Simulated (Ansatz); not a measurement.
`C[Si]Br` + HCl → `Cl[Si]Br` + CH₄ at 700 K and 1 bar (ligand exchange at the Si–C bond).

Calculated with Ansatz (gas phase, PBE0-D4/def2-TZVP geometries, no zero-point term in ΔE). CCSD(T)/CBS adds triple-zeta CCSD(T) − MP2 to the extrapolated MP2 energy (def2 sets, frozen cores). This one scheme is used for every species. For Br outer-core shells are correlated without core-valence functions, which leaves a few kJ/mol of doubt a bond. Scalar relativity is left out up to krypton.

```csv
species,CCSD(T)/CBS energy (Eh),H − E (kJ/mol),S (J/(mol·K))
`C[Si]Br`,-2902.25975,144.5,378.9
HCl,-460.38127,38.4,211.8
`Cl[Si]Br`,-3322.23177,41.7,346.5
CH₄,-40.46206,145.9,224.0
```

H − E and S are ideal-gas, rigid-rotor, harmonic terms from PBE0-D4/def2-TZVP. 1 Eh = 2625.50 kJ/mol, R = 8.31446 J/(mol·K).

**Question.** By hand: ΔE, ΔH, ΔS and ΔG.

**Answer.** ΔE = (-3322.23177) + (-40.46206) − (-2902.25975) − (-460.38127) = -0.05281 Eh = -138.7 kJ/mol. Δ(H − E) = 41.7 + 145.9 − 144.5 − 38.4 = 4.7, so ΔH = -134.0 kJ/mol. ΔS = 346.5 + 224.0 − 378.9 − 211.8 = -20.2 J/(mol·K). ΔG = -134.0 − 700 × (-20.2)/1000 = -119.9 kJ/mol.

**Question.** By hand: the equilibrium constant, and the temperature at which ΔG would vanish if ΔH and ΔS stayed fixed.

**Answer.** log₁₀ K = −ΔG/(RT ln 10) = 8.9. ΔG = 0 at ΔH/ΔS = 6634 K, far beyond where these terms or the molecules hold.

ΔH outweighs TΔS. A doubt of 5 kJ/mol in ΔE shifts log₁₀ K by 0.4 here. These are equilibria of isolated gas molecules and say nothing of rates. Largest T1 diagnostic: 0.011 (customary marks: 0.02 for closed shells, 0.045 for open ones).
